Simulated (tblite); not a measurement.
**Question.** Give a GFN2-xTB geometry of `FCOC1=CCCO1`.

**Answer.** 
```xyz
15
C5H7FO2 angstrom
F      3.6343    0.4171   -1.0153
C      2.4958    0.5049   -0.2936
O      1.5249   -0.2155   -0.9898
C      0.2889   -0.2120   -0.4538
C     -0.7832   -0.8711   -0.8805
C     -1.9375   -0.5574    0.0295
C     -1.2809    0.4009    1.0428
O      0.0903    0.5540    0.6628
H      2.2332    1.5700   -0.2045
H      2.6935    0.0698    0.6985
H     -0.8354   -1.5182   -1.7287
H     -2.3273   -1.4548    0.5143
H     -2.7607   -0.0808   -0.5067
H     -1.3004    0.0079    2.0629
H     -1.7397    1.3932    1.0400
```

Any rigid rotation of these coordinates is as good. Atoms count from 1 in this order. The 4 C–O bonds span 1.347 Å (O3–C4, drawn single) to 1.431 Å (C7–O8, drawn single), a spread of 0.084 Å. Of the pairs four or more bonds apart, O8···H9 is among the closest relative to their van der Waals radii: 2.53 Å, 93 % of the sum of Bondi's values. The C–C distances run from 1.329 Å (C4=C5, drawn double) to 1.541 Å (C6–C7, drawn single), a spread of 0.212 Å. The 5-membered ring C4–C5–C6–C7–O8 has internal angles of 101.6° to 115.0° (sum 540°, against 540° for a flat polygon); it is planar, 0.00 Å rms from its mean plane, widest ring torsion 0°.

Bonds between heavy atoms (Å): F1–C2 1.351, C2–O3 1.395, O3–C4 1.347, C4=C5 1.329, C5–C6 1.503, C6–C7 1.541, C7–O8 1.431, C4–O8 1.369.

Structure optimised with GFN2-xTB, isolated species.

Point group: near Cs, missed by 0.23 Å at most; the miss may be what the optimiser left on a soft mode. Its GFN2-xTB frequencies are all real (lowest 25 cm⁻¹). One conformer, not necessarily the lowest (F1–C2–O3–C4 -178°, C2–O3–C4–C5 -176°).

The numbers are calculated, not measured.
